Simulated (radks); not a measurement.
Charge is removed step by step from the 4p1/2 level of Ge, starting from [Ar] 3d10 4s2 4p(1/2: 2, 3/2: 0). All-electron calculation, Dirac Kohn-Sham, BLYP, spin-unpolarised, spherical densities, finite nucleus; Fermi nuclear charge, rms radius 4.0742 fm. Program: a radial shooting solver on a logarithmic mesh with Libxc functionals.

removed (e)	E - E(0) (eV)	eigenvalue (eV)	E minus straight line (eV)
0	0.000	-3.843	0.000
0.125	0.533	-4.687	-0.399
0.25	1.173	-5.561	-0.690
0.375	1.924	-6.462	-0.871
0.5	2.790	-7.389	-0.937
0.625	3.772	-8.339	-0.886
0.75	4.875	-9.313	-0.715
0.875	6.102	-10.308	-0.420
1	7.453	-11.324	0.000

Removing the whole electron costs 7.453 eV by Delta-SCF, against 3.843 eV from minus the eigenvalue at the starting occupation. Slater's transition state (half an electron removed) gives 7.389 eV. Integrating minus the eigenvalue over the occupation (Janak's theorem) gives 7.453 eV. The mean slope of the eigenvalue, de/dn, is 7.48 eV per electron. Ionisation energy of Ge in the NIST Atomic Spectra Database: 7.899 eV (measured).

Beside tabulated values, note that spin-unpolarised runs miss the spin-polarisation part of the exchange energy of open shells.
